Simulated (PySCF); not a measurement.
Stepwise substitution at one centre (Al H-OH). All species are isolated molecules in the gas phase. One relaxed conformer stands for each flexible species; it need not be the lowest. Strings in code marks are SMILES.

The four lowest singlet excitations (Tamm–Dancoff). These are PySCF with PBE-D3(BJ)/def2-TZVP // TPSSh-D3(BJ)/def2-TZVP values and carry that method's errors. Excitations are Tamm–Dancoff values on a coarser integration grid. The basis has no diffuse functions, so Rydberg states are missing or too high.

```csv
state,energy (eV),wavelength (nm),oscillator strength
S1,6.02,206,0.000
S2,6.02,206,0.000
S3,6.82,182,0.000
S4,6.84,181,0.059
```

Q: Which member gives these states?
A) `[OH][AlH][OH]` (H–O–Al–O torsion 0°, O–Al–O–H torsion 1°)
B) `[OH][AlH2]`
C) `[OH][Al]([OH])[OH]`

A: C, `[OH][Al]([OH])[OH]`
